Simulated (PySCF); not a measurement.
**Correlation energy of Os (osmium, neutral)**

[Xe] 4f14 5d6 6s2, high-spin 5D determinant. Calculation: PySCF 2.14, in cc-pVTZ-PP with ECP60MDF (5s5p4d2f1g, 63 functions); scalar relativity through the core potential. Frozen: 5s2 5p6; 8 electrons correlated.

MP2 pair energies summed by pair of shells (mhartree):

```tsv
pair	energy	share (%)
5d-5d	-98.79	53.6
5d-6s	-67.29	36.5
6s-6s	-18.27	9.9
```

Total MP2 correlation energy: -184.34 mhartree.

Same-spin part -79.92 and opposite-spin part -104.42 mhartree; SCS-MP2 scales them by 1/3 and 6/5 to -151.95 mhartree.
